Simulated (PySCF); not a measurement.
**SbF: frontier orbitals**

PBE at R = 1.928 Å; basis Sb def2-TZVPPD with ECP28, F def2-TZVPPD; scalar-relativistic core potentials; PySCF 2.14. State: ³Σ⁻ (triplet), unpaired electrons π ↑↑. Only the outer orbitals are listed, counted within each symmetry, core potentials removing the inner ones.

```json
{"spin": "α", "orbital": "5σ", "occ.": "1", "ε (eV)": "-28.32", "on Sb (%)": "7", "main shells (%)": "92 F s"}
{"spin": "α", "orbital": "6σ", "occ.": "1", "ε (eV)": "-14.12", "on Sb (%)": "79", "main shells (%)": "79 Sb s, 19 F p"}
{"spin": "α", "orbital": "7σ", "occ.": "1", "ε (eV)": "-9.89", "on Sb (%)": "38", "main shells (%)": "61 F p, 19 Sb s, 18 Sb p"}
{"spin": "α", "orbital": "3π", "occ.": "1", "ε (eV)": "-9.64", "on Sb (%)": "9", "main shells (%)": "91 F p"}
{"spin": "α", "orbital": "3π", "occ.": "1", "ε (eV)": "-9.64", "on Sb (%)": "9", "main shells (%)": "91 F p"}
{"spin": "α", "orbital": "4π", "occ.": "1", "ε (eV)": "-5.30", "on Sb (%)": "95", "main shells (%)": "94 Sb p"}
{"spin": "α", "orbital": "4π", "occ.": "1", "ε (eV)": "-5.30", "on Sb (%)": "95", "main shells (%)": "94 Sb p"}
{"spin": "α", "orbital": "8σ", "occ.": "0", "ε (eV)": "-2.62", "on Sb (%)": "106", "main shells (%)": "96 Sb p, 8 F p"}
{"spin": "β", "orbital": "5σ", "occ.": "1", "ε (eV)": "-28.14", "on Sb (%)": "7", "main shells (%)": "93 F s"}
{"spin": "β", "orbital": "6σ", "occ.": "1", "ε (eV)": "-13.21", "on Sb (%)": "68", "main shells (%)": "67 Sb s, 30 F p"}
{"spin": "β", "orbital": "7σ", "occ.": "1", "ε (eV)": "-9.43", "on Sb (%)": "48", "main shells (%)": "52 F p, 30 Sb s, 16 Sb p"}
{"spin": "β", "orbital": "3π", "occ.": "1", "ε (eV)": "-9.36", "on Sb (%)": "6", "main shells (%)": "94 F p"}
{"spin": "β", "orbital": "3π", "occ.": "1", "ε (eV)": "-9.36", "on Sb (%)": "6", "main shells (%)": "94 F p"}
{"spin": "β", "orbital": "4π", "occ.": "0", "ε (eV)": "-3.71", "on Sb (%)": "96", "main shells (%)": "95 Sb p"}
{"spin": "β", "orbital": "4π", "occ.": "0", "ε (eV)": "-3.71", "on Sb (%)": "96", "main shells (%)": "95 Sb p"}
{"spin": "β", "orbital": "8σ", "occ.": "0", "ε (eV)": "-1.98", "on Sb (%)": "103", "main shells (%)": "92 Sb p"}
```

Task: Which are the highest filled and the lowest empty level, where do they sit, and how wide is the gap?

Result: Highest filled α 4π at -5.30 eV (in %: 94 Sb p); lowest empty β 4π at -3.71 eV (in %: 95 Sb p); the gap at PBE is 1.59 eV. Both belong to one degenerate shell, split only by its one-sided filling, so this is no excitation gap.

* bond order (Mayer): 0.73
* ⟨S²⟩: 2.002
* charge on Sb (Mulliken, basis-dependent): 0.43
* charge on Sb (Löwdin, basis-dependent): 0.73
* dipole moment (positive dipole means Sb(−)F(+)): -2.18 D
* polarisability along the bond: 44.3 bohr³
* polarisability across the bond: 44.4 bohr³

Shares are Mulliken populations and can fall outside 0 to 100 %.

Spin–orbit coupling is left out. The state is the lowest determinant that a PBE0 search found; another state may lie lower at other levels.
